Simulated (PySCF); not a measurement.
## Telling isomers of C₇H₁₅OP apart by NMR

Theory: PBE0/pcSseg-1 with gauge-including orbitals, geometry: GFN2-xTB, in PySCF 2.14.0 with density-fitted response routines (single conformer, one averaged value for each set of equivalent atoms, no solvent, non-relativistic Hamiltonian).

Scale: TMS for 1H (σ = 31.72 ppm), 13C (σ = 186.93 ppm) (reference shieldings calculated alike). Splittings of carbon signals by F and P are missing where no couplings were computed. Where no couplings were computed, multiplicities follow the n + 1 count of equivalent neighbours, and m marks all less simple cases (inequivalent or close neighbours, rings, F or P nearby). Shifts are as computed. Against solution values, carbons near 30 ppm lie about +3 ppm off and those near 130 ppm about +5 ppm. Of 1211 compounds with measured shifts, 218 miss one by over three times the rms of a fit or turn the order of signals round; such compounds aren't used in these exercises.

(1) Tabulate the signals of `C[C@@H]1CC[P@@H](=O)C[C@H]1C`, `CC(C)P1(=O)[C@@H](C)[C@@H]1C`, `CC(C)[P@@]1(=O)CC[C@H]1C` and their relative energies.

(2) What is the quickest way to tell C[C@@H]1CC[P@@H](=O)C[C@H]1C from CC(C)P1(=O)[C@@H](C)[C@@H]1C?

(3) What is the quickest way to tell CC(C)P1(=O)[C@@H](C)[C@@H]1C from CC(C)[P@@]1(=O)CC[C@H]1C?

(4) What is the quickest way to tell C[C@@H]1CC[P@@H](=O)C[C@H]1C from CC(C)[P@@]1(=O)CC[C@H]1C?

## Answers

(1) 
```json
{"SMILES": "C[C@@H]1CC[P@@H](=O)C[C@H]1C", "carbon types": "2×CH 3×CH2 2×CH3", "δC": "42.7, 41.8, 37.7, 34.2, 33.9, 25.0, 22.5", "δH": "7.17 (m, 1H), 2.12 (m, 1H), 1.99 (m, 1H), 1.73 (m, 1H), 1.70 (m, 1H), 1.42 (m, 1H), 1.04 (m, 1H), 1.01 (m, 3H), 0.94 (d, 3H), 0.88 (m, 1H), 0.66 (m, 1H)", "E rel. (kcal/mol)": "0.0"}
{"SMILES": "CC(C)P1(=O)[C@@H](C)[C@@H]1C", "carbon types": "3×CH 4×CH3", "δC": "34.2, 31.2, 30.7, 19.4, 18.4, 16.5, 13.6", "δH": "1.52 (m, 3H), 1.50 (m, 3H), 1.50 (m, 3H), 1.28 (m, 1H), 1.22 (m, 1H), 1.21 (m, 3H), 0.65 (m, 1H)", "E rel. (kcal/mol)": "26.0"}
{"SMILES": "CC(C)[P@@]1(=O)CC[C@H]1C", "carbon types": "2×CH 2×CH2 3×CH3", "δC": "52.3, 35.2, 29.9, 20.1, 17.9, 16.4, 16.2", "δH": "2.89 (m, 1H), 2.31 (m, 1H), 2.18 (m, 1H), 2.03 (m, 1H), 1.50 (m, 1H), 1.28 (m, 3H), 1.25 (m, 3H), 1.21 (m, 3H), 0.79 (m, 1H)", "E rel. (kcal/mol)": "10.5"}
```

Energies are electronic energies at PBE0/pcSseg-1 on these geometries, without zero-point or thermal terms, each for the one conformer computed, which needn't be the lowest.

(2) Both give the same number of carbon signals, but DEPT or the intensities differ. The first has an sp3 CH2 bonded to P at 41.8 ppm, the second a methyl carbon (CH3) at 13.6 ppm. Their most deshielded carbons lie at 42.7 and 34.2 ppm. In the proton spectra the most deshielded non-exchanging signals are 7.17 (m, 1H) and 1.52 (m, 3H).

(3) Both give the same number of carbon signals, but DEPT or the intensities differ. The first has an sp3 CH bonded to P at 34.2 ppm, the second an sp3 CH2 bonded to P at 35.2 ppm. Their most deshielded carbons lie at 34.2 and 52.3 ppm. In the proton spectra the most deshielded non-exchanging signals are 1.52 (m, 3H) and 2.89 (m, 1H).

(4) Both give the same number of carbon signals, but DEPT or the intensities differ. The first has an sp3 CH in a ring at 42.7 ppm, the second an sp3 CH2 in a ring at 20.1 ppm. Their most deshielded carbons lie at 42.7 and 52.3 ppm. In the proton spectra the most deshielded non-exchanging signals are 7.17 (m, 1H) and 2.89 (m, 1H).
